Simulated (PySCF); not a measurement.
CH3F4NSi.
Atom-mapped SMILES: `[NH2:1][Si@H:2]([F:3])[C:4]([F:5])([F:6])[F:7]` (hydrogens: H8, H9 on N1; H10 on Si2)

Computed by this run: PBE0-D3(BJ)/def2-SVP geometry optimisation, gas phase in PySCF; density fitting, grid level 1; the optimiser is geomeTRIC in internal coordinates, started from a GFN2-xTB structure with every atom displaced at random (about 0.01 Å).

The end geometry, which sets the zero of energy:
```
atom  x, y, z in Å
N1     -1.1187    1.1319   -0.3000
Si2    -0.5263   -0.4552   -0.3352
F3     -1.2995   -1.5109    0.6285
C4      1.2532   -0.3736    0.3893
F5      1.7299   -1.5714    0.7436
F6      1.2828    0.4099    1.4856
F7      2.1141    0.1535   -0.4939
H8     -1.8611    1.4595   -0.9052
H9     -0.9760    1.7357    0.5016
H10    -0.5487   -1.0043   -1.7082
```

Task: These geometries come from the run, each turned onto the end geometry. Order them by energy, lowest first.
A.
```
atom  x, y, z in Å
N1     -1.1034    1.1080   -0.2634
Si2    -0.5765   -0.4740   -0.3288
F3     -1.5022   -1.3195    0.6625
C4      1.2370   -0.3695    0.4564
F5      1.9289   -1.4878    0.2381
F6      1.2120   -0.1403    1.7759
F7      1.9361    0.6375   -0.0896
H8     -2.0720    1.3646   -0.4217
H9     -0.5242    1.9133   -0.4894
H10    -0.4861   -1.2571   -1.5338
```
B.
```
atom  x, y, z in Å
N1     -1.1277    1.1639   -0.3779
Si2    -0.5275   -0.4168   -0.2465
F3     -1.3027   -1.3399    0.8402
C4      1.2837   -0.3963    0.4044
F5      1.8197   -1.6259    0.3681
F6      1.3787    0.0431    1.6723
F7      2.0601    0.3944   -0.3452
H8     -1.7687    1.3977   -1.1263
H9     -1.1762    1.8237    0.3894
H10    -0.5897   -1.0686   -1.5724
```
C.
```
atom  x, y, z in Å
N1     -1.1110    1.1146   -0.3265
Si2    -0.5637   -0.4912   -0.2989
F3     -1.4288   -1.4150    0.7188
C4      1.2120   -0.3646    0.4386
F5      1.9242   -1.4888    0.3065
F6      1.1609   -0.0690    1.7432
F7      1.9102    0.6218   -0.1619
H8     -2.0092    1.4140   -0.6838
H9     -0.4815    1.8870   -0.1488
H10    -0.5633   -1.2338   -1.5811
```
D.
```
atom  x, y, z in Å
N1     -1.1082    1.1282   -0.3904
Si2    -0.5619   -0.4691   -0.2675
F3     -1.3324   -1.4040    0.8146
C4      1.2414   -0.3779    0.4088
F5      1.9069   -1.5329    0.3031
F6      1.2165   -0.0450    1.7143
F7      1.9682    0.5604   -0.2175
H8     -1.8447    1.4289   -1.0150
H9     -0.7762    1.8649    0.2199
H10    -0.6599   -1.1785   -1.5642
```
E.
```
atom  x, y, z in Å
N1     -1.1259    1.1209   -0.2772
Si2    -0.5268   -0.4615   -0.3537
F3     -1.3202   -1.5350    0.5750
C4      1.2427   -0.3677    0.3932
F5      1.7156   -1.5483    0.8119
F6      1.2706    0.4723    1.4426
F7      2.1109    0.1116   -0.5163
H8     -1.8897    1.4602   -0.8471
H9     -0.9066    1.7217    0.5092
H10    -0.5209   -0.9991   -1.7314
```

Result: E (0.004 eV), B (0.026 eV), D (0.044 eV), C (0.082 eV), A (0.221 eV).

In the order of the answer:

```json
{"step": "16", "E above end (eV)": "0.004", "largest force (eV/Å)": "0.20", "rms force component (eV/Å)": "0.061", "rms distance from end (Å)": "0.054", "rms bond change (Å)": "0.002", "bond most changed (Å)": "C4–F7 +0.004"}
{"step": "11", "E above end (eV)": "0.026", "largest force (eV/Å)": "0.13", "rms force component (eV/Å)": "0.044", "rms distance from end (Å)": "0.255", "rms bond change (Å)": "0.002", "bond most changed (Å)": "C4–F5 +0.005"}
{"step": "9", "E above end (eV)": "0.044", "largest force (eV/Å)": "0.19", "rms force component (eV/Å)": "0.054", "rms distance from end (Å)": "0.321", "rms bond change (Å)": "0.002", "bond most changed (Å)": "Si2–C4 +0.005"}
{"step": "6", "E above end (eV)": "0.082", "largest force (eV/Å)": "0.11", "rms force component (eV/Å)": "0.043", "rms distance from end (Å)": "0.423", "rms bond change (Å)": "0.005", "bond most changed (Å)": "C4–F6 -0.009"}
{"step": "0", "E above end (eV)": "0.221", "largest force (eV/Å)": "1.98", "rms force component (eV/Å)": "0.566", "rms distance from end (Å)": "0.531", "rms bond change (Å)": "0.026", "bond most changed (Å)": "Si2–C4 +0.056"}
```

What follows is the cost of the whole optimisation. Time: 2.0 min wall; peak memory 0.50 GiB. Hardware: an Arm Neoverse V1 with one thread (shared host).
